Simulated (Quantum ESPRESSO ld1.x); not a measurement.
Ag IV, 44 electrons, occupied as [Kr] 4d8. Calculated with ld1.x of Quantum ESPRESSO 7.5: scalar-relativistic Kohn-Sham, relativistic LDA (MacDonald-Vosko exchange, VWN5 correlation), spin-unpolarised, spherical densities, point nucleus.

Radial electron density D(r) = 4 pi r^2 rho(r):

r (bohr)  D(r) (e/bohr)
0.001068          1.388
0.001214          1.741
0.00139           2.210
0.00158           2.761
0.001811          3.489
0.002058          4.335
0.002358          5.442
0.002679          6.715
0.00307           8.357
0.003489          10.22
0.003997          12.58
0.004543          15.20
0.005205          18.44
0.005916          21.94
0.006723          25.87
0.007703          30.48
0.008755          35.14
0.01003           40.29
0.0114            45.14
0.01306           50.01
0.01484           54.03
0.01701           57.37
0.01933           59.35
0.02214           60.02
0.02517           59.30
0.02884           57.37
0.03277           54.97
0.03725           52.79
0.04267           51.65
0.0485            52.49
0.05557           55.86
0.06316           61.08
0.07236           67.64
0.08224           73.03
0.09422           75.91
0.1071            74.67
0.1227            69.19
0.1394            61.78
0.1585            54.89
0.1816            51.04
0.2064            51.91
0.2364            56.23
0.2687            60.18
0.3078            60.27
0.3499            54.60
0.4009            43.57
0.4556            31.89
0.522             22.15
0.5932            17.53
0.6797            16.89
0.7725            18.03
0.878             18.54
1.006             17.16
1.143             14.22
1.31              10.38
1.489             6.983
1.705             4.159
1.938             2.335
2.221             1.142
2.524            0.5212
2.892            0.1964
3.287           0.06676
3.765           0.01731
4.28           0.003890

D(r) has 4 maxima, at r = 0.0220, 0.0965, 0.289, 0.857 bohr, and minima at 0.0434, 0.189, 0.648 bohr, inside which lie 2.01, 11.18, 29.03 electrons.
